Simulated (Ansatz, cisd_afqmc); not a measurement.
System: S, charge 0, triplet.

Total energies in def2-SVPD, 6 correlated electrons, 5 frozen orbitals. UHF or UKS for unpaired electrons; spin-orbit terms are left out. Cores are frozen in correlated methods. No relativity. AFQMC is phaseless with a CISD trial state; ± is one standard error, without the phaseless bias. Outlying blocks are dropped, and bars are widened where a walk drifts. Over all cases where full CI ran beside it in this data, AFQMC minus full CI had a median of +0.1 mEh and passed +0.4 mEh in a tenth of the cases. Full CI freezes restricted core orbitals and the other rows unrestricted ones, which leaves a small offset even where coupled cluster is exact.

| method | program | energy (Eh) | error against FCI (mEh) |
|---|---|---|---|
| HF | Ansatz | -397.37146 | 112.14 |
| MP2 | Ansatz | -397.46126 | 22.34 |
| CCSD | Ansatz | -397.48108 | 2.51 |
| CCSD(T) | Ansatz | -397.48303 | 0.57 |
| CCSDT(Q) | Ansatz | -397.48359 | 0.01 |
| CCSDTQ | Ansatz | -397.48362 | -0.02 |
| AFQMC/CISD | cisd_afqmc | -397.4833 ± 0.0001 | 0.3 ± 0.1 |
| FCI | Ansatz | -397.48360 | 0.00 |

Ansatz is a quantum-chemistry and plane-wave program.
